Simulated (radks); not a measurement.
Spin polarisation of the 5p1 shell in the antimony ion Sb2+. Start: [Kr] 4d10 5s2 5p(up 0.5, down 0.5); electrons of 5p are moved from spin down to spin up, other shells keep equal spins. All-electron calculation, scalar-relativistic Kohn-Sham, r2SCAN, spin-polarised, spherical densities, finite nucleus; meta-GGA in the generalised Kohn-Sham scheme; Fermi nuclear charge, rms radius of each element as measured or else 0.836 A^(1/3) + 0.57 fm. Program: a radial shooting solver on a logarithmic mesh with Libxc functionals.

| moment (Bohr magnetons) | E - E(0) (eV) | e(5p up) (eV) | e(5p down) (eV) | 5s down minus up (eV) |
|---|---|---|---|---|
| 0 | 0.000 | -20.039 | -20.039 | 0.000 |
| 0.25 | -0.022 | -20.210 | -19.855 | 0.322 |
| 0.5 | -0.089 | -20.368 | -19.651 | 0.643 |
| 0.75 | -0.202 | -20.517 | -19.416 | 0.961 |
| 1 | -0.368 | -20.658 | -19.080 | 1.282 |

At moment 1 the spin-polarisation energy is -0.368 eV and the 5p exchange splitting 1.578 eV, that is 1.578 eV per Bohr magneton; E = -I m^2/4 would give I = 1.472 eV.
